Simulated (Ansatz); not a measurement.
Cd2O2⁻, relaxed as a quartet with UKS PBE0-D4/def2-TZVPD in Ansatz, starting from the PBE0-D4/def2-TZVPD geometry of the charge -1 doublet. Force threshold 0.02 eV/Å.

In the def2 sets Cd takes a core potential; there is no spin–orbit coupling. At PBE0-D4/def2-TZVPD a doublet of charge -1 lies 1.30 eV below the quartet, each at its own geometry. The structure comes from a short search, and lower isomers may exist.

Start:

```xyz
4

Cd    1.0617   -0.0435   -2.5637
Cd   -0.3554    0.0366    0.8271
O     0.6789   -0.7863   -0.5764
O    -1.3852    0.7932    2.3130
```

**Question.** Estimate the energy that the relaxation releases and the steps that it takes.

**Answer.** 98.3 kJ/mol, in 8 steps; 100 s on 4 threads of Intel Xeon on a shared host. The force fell under the threshold at step 7, but the optimiser went on. No frequencies were taken in this run, so the end may be a saddle point.

**Question.** Does the start keep its bonding and symmetry?

**Answer.** By distances, no bond broke or formed, bridged metal pairs apart. The bond that changes most is Cd2–O3, from 1.93 to 2.17 Å (atoms count from 1). Metal–metal contacts that move far: Cd1–Cd2 3.68 to 3.15 Å. Point group Cs at the start, Cs at the end, both within 0.05 Å.

**Question.** Predict the relaxed structure.

**Answer.** 
```xyz
4

Cd    0.996   -0.111   -2.306
Cd   -0.496    0.608    0.374
O     0.735   -0.976   -0.450
O    -1.235    0.479    2.381
```
Bond lengths (bridged metal pairs left out): 3 × Cd–O 2.06 to 2.17 Å.
